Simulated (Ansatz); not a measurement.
C$_{4}$H$_{7}$, charge -1, singlet, at a GFN2-xTB geometry (a gas-phase anion, which may not be bound at this level). Base run: CCSD(T)/def2-SVP run with Ansatz (a first-principles code).

Here is a job for Ansatz.
Ansatz 0.2 input:
```yaml
crystal:
  periodic: [false, false, false]
  atoms:
    - {symbol: C, position_ang: [0.00517132, 1.09925244, -0.34269289]}
    - {symbol: C, position_ang: [-0.00709196, -1.01871233, -0.00830742]}
    - {symbol: C, position_ang: [-1.07652487, 0.07011928, 0.08516265]}
    - {symbol: C, position_ang: [1.07848492, 0.05524076, 0.06995662]}
    - {symbol: H, position_ang: [0.01625217, 1.98354431, 0.36244730]}
    - {symbol: H, position_ang: [-0.01744288, -1.52642944, -0.97846478]}
    - {symbol: H, position_ang: [-0.00686701, -1.79084704, 0.77907723]}
    - {symbol: H, position_ang: [-1.49140270, 0.13217959, 1.11834808]}
    - {symbol: H, position_ang: [-1.94429847, -0.05926635, -0.58796451]}
    - {symbol: H, position_ang: [1.50871792, 0.11146630, 1.09717884]}
    - {symbol: H, position_ang: [1.93480455, -0.08604828, -0.61533597]}
basis:
  gaussian:
    orbitals: def2-SVP
total_charge: -1
magnetization: {spin_polarized: false}
correlation: {method: ccsd_t}
```

The base run was repeated with changes; each row names its change, and settings that it needs were set with it.

| change | ΔE vs base (kcal/mol) | MP2 correlation (Eh) | CC correlation without the perturbative part (Eh) | basis functions |
|---|---|---|---|---|
| base | 0.000 | -0.57401 | -0.62145 | 91 |
| diis_vectors = 2 | -0.001 | -0.57401 | -0.62145 | 91 |
| diis_vectors = 4 | -0.001 | -0.57401 | -0.62145 | 91 |
| method = mp2 | 42.77 | -0.57401 | - | 91 |
| method = bccd | 13.42 | -0.57401 | -0.62079 | 91 |
| accuracy = high | -0.002 | -0.57402 | -0.62145 | 91 |
| electrons = all | -6.93 | -0.58563 | -0.63228 | 91 |
| method = ccsd | 13.01 | -0.57401 | -0.62145 | 91 |
| reference functional = pbe0 | 0.75 | - | -0.63471 | 91 |
| method = bccd_t | -0.039 | -0.57401 | -0.62079 | 91 |

A gas-phase anion may not be bound at this level; its values then depend on the basis.
